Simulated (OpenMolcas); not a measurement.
## Multiplet structure of neutral barium

```
Program             : OpenMolcas
Method              : CASSCF
Basis               : ANO-RCC-VTZP [8s7p4d2f1g]
Scalar Hamiltonian  : DKH2, point nucleus
Active space        : 2 electrons in 8 orbitals (6s 6p 7s 7p)
State averaging     : 2S+1 = 3 even, 1 root; 2S+1 = 1 even, 7 roots; 2S+1 = 3 odd, 3 roots; 2S+1 = 1 odd, 3 roots
Spin-orbit coupling : RASSI with atomic mean-field integrals over the reference wave functions, term energies averaged over their components
```

Spin-free terms above the lowest, with the occupations of the reference (each correlating shell added to its valence partner):

```tsv
Configuration	Term	E (cm⁻¹)	Occupations
6s²	¹S	0.0	6s 1.82 6p 0.18
6s 6p	³P°	11653	6s 1.00 6p 1.00
6s 6p	¹P°	23794	6s 1.00 6p 1.00
```

With spin-orbit coupling, above the lowest level:

| Configuration | Term | J | E (cm⁻¹) | Measured (cm⁻¹) | Term weight % |
| --- | --- | --- | --- | --- | --- |
| 6s² | ¹S | 0 | 0.0 | 0.0 | 100 |
| 6s 6p | ³P° | 0 | 11116 | 12266 | 100 |
| 6s 6p | ³P° | 1 | 11380 | 12637 | 100 |
| 6s 6p | ³P° | 2 | 11922 | 13515 | 100 |
| 6s 6p | ¹P° | 1 | 23798 | 18060 | 100 |

Against the 4 measured excited levels shown (NIST Handbook of Basic Atomic Spectroscopic Data) the mean absolute deviation is 2400 cm-1; the largest miss in energy is 6s 6p ¹P°₁: computed 23798, measured 18060 cm⁻¹ (+31.8 %).

The run also gave levels led by 6s 7s, which use shells meant for correlation; these and all levels above them are left out. Measured partners are found by configuration, term and J. A level has none where our copy of the source lacks it or the pairing is in doubt (some pairs that miss far off the trend of their configuration count as doubtful), and it then counts in no deviation. Levels of configurations outside the active space are missing. The first state left out of the spin-orbit step lies near 32000 cm-1 above the lowest spin-free state of the reference (among the parities and spins computed), and the list stops at four fifths of that energy or lower.

The term weight is that of the spin-free term in the level, not the purity of its configuration. ° marks odd parity.
